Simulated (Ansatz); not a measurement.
A nudged elastic band was laid between two geometries of CH₇AlN₂ (11 atoms, charge 0, multiplicity 1).

Level of theory: Ansatz 0.2.0, RKS PBE0-D4/STO-3G.

- movable images: 9
- climbing image: yes
- spring: 0.1 eV/Å²
- optimiser: quadratic models (default)
- start path: through a guess of the saddle point
- force threshold: 0.05 eV/Å
- iteration limit: 60
- end points: relaxed

First end point:

```xyz
11
Properties=species:S:1:pos:R:3
C -1.211 1.173 -0.187
Al 0.146 -0.144 0.022
N 0.472 -0.867 1.559
N 1.105 -0.677 -1.315
H -1.370 1.440 -1.237
H -0.969 2.101 0.341
H -2.176 0.835 0.204
H 1.208 -1.562 1.755
H -0.012 -0.638 2.439
H 1.014 -0.340 -2.285
H 1.859 -1.379 -1.276
```

Last end point:

```xyz
11
Properties=species:S:1:pos:R:3
C -1.214 1.172 -0.188
Al 0.145 -0.143 0.023
N 0.449 -0.894 1.551
N 1.138 -0.640 -1.303
H -1.530 1.275 -1.230
H -0.882 2.163 0.139
H -2.110 0.936 0.395
H -0.064 -0.699 2.423
H 1.169 -1.607 1.741
H 1.069 -0.280 -2.267
H 1.895 -1.339 -1.263
```

Problem. What changes between the two ends?

Solution. No bond is made or broken. The dihedral N4–Al2–N3–H9 goes from 179 to 0°.

Problem. Give the energies along the band, and the barrier.

Solution. The run converged. The highest image is number 3 of 0 to 10, 32.7 kJ/mol above the ends, which have the same energy within 2 meV. Another band between the same ends (9 images) ends at a top of the same energy, where a vibrational analysis finds 1 clearly imaginary mode. Limits of this set-up: minimal basis.

```csv
image,path coordinate (Å),energy (kJ/mol),dihedral N4–Al2–N3–H9 (°)
0,0.00,0.0,179
1,0.69,7.0,-173
2,1.39,24.7,-155
3,2.09,32.7,-125
4,2.53,29.5,-103
5,2.97,20.8,-78
6,3.39,9.8,-50
7,3.80,1.5,-17
8,4.19,0.0,0
9,4.58,0.0,0
10,4.97,0.0,0
```

Problem. What is the geometry of the highest image?

Solution. 
```xyz
11
Properties=species:S:1:pos:R:3
C -1.111 1.154 -0.146
Al 0.211 -0.212 0.024
N 0.700 -1.018 1.564
N 1.018 -0.744 -1.396
H -1.098 1.620 -1.136
H -0.976 1.956 0.587
H -2.123 0.764 0.006
H 0.991 -0.289 2.262
H -0.151 -1.418 2.033
H 0.862 -0.391 -2.353
H 1.743 -1.478 -1.423
```

The band took 19 iterations and roughly 5 core-minutes.

Run time: 4.6 min on 1 thread of Intel(R) Xeon(R) Processor @ 2.70GHz, with other jobs on the host, peak memory 0.11 GiB.
